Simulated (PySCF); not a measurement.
# Dipole response of W (tungsten, neutral)

[Xe] 4f14 5d5 6s1, high-spin 7S determinant (an excited configuration). All numbers are calculated (PySCF 2.14, a scalar-relativistic core potential, in aug-cc-pwCVDZ-PP with ECP60MDF). Coupled (time-dependent) response in atomic units; α is the mean over directions. A double-zeta set is small for polarisabilities.

| method | mean α (bohr³) | C₆ (like pair) | S(−4) |
| --- | --- | --- | --- |
| UHF | 81.27 | 898.8 | 3632 |
| PBE | 62.73 | 646.9 | 2361 |
| PBE0 | 64.64 | 676.4 | 2337 |

S(−4) is the Cauchy moment in α(ω) = α(0) + S(−4) ω² + …

α(iu) at UHF:

```
u (hartree)  α(iu) (bohr³)
          0          81.27
     0.0500          73.28
      0.100          57.67
      0.200          34.42
      0.300          23.28
      0.500          13.87
      0.750          8.907
       1.00          6.305
       1.50          3.692
       2.00          2.440
       3.00          1.291
       5.00         0.5324
```

Energies and moments cover only the electrons outside the core potential. Spin-orbit coupling, which splits the p, d and f shells strongly at this Z, is absent.
